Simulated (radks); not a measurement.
Values are calculated unless marked as measured or tabulated.
Q: The table gives one normalised radial function P(r) = r R(r) of Re10+ in [Kr] 4d10 4f14 5s2 5p3 (r in bohr). Code: a radial shooting solver on a logarithmic mesh with Libxc functionals. Model: scalar-relativistic Kohn-Sham, PBE, spin-unpolarised, spherical densities, point nucleus.

r              P
0.002582   0.1404
0.003389   0.1636
0.004449   0.1856
0.005839   0.2027
0.007665   0.2092
0.01006    0.1975
0.01321    0.1582
0.0172     0.0862
0.02257   -0.0245
0.02963   -0.1593
0.03889   -0.2805
0.05104   -0.3252
0.067     -0.2261
0.08794    0.0318
0.1154     0.3404
0.1503     0.4666
0.1973     0.2181
0.259     -0.3200
0.3399    -0.6783
0.4461    -0.4061
0.5856     0.3875
0.7686     1.0834
1.009      1.1842
1.314      0.7832
1.724      0.3101
2.263      0.0680
2.971      0.0071

Which n and l does it have? It may be an empty orbital.

A: n = 5, l = 0: the number of nodes gives n - l - 1 = 4, the rise at small r (about r^(l+1), flatter next to the nucleus through relativity) gives l, and the extent must fit the shell. The curve is that of 5s. 5s: eigenvalue -240.52 eV, 4 radial nodes at r = 0.0214, 0.0855, 0.222, 0.518 bohr, <r> = 0.979 bohr, 90 % of the charge inside 1.38 bohr.
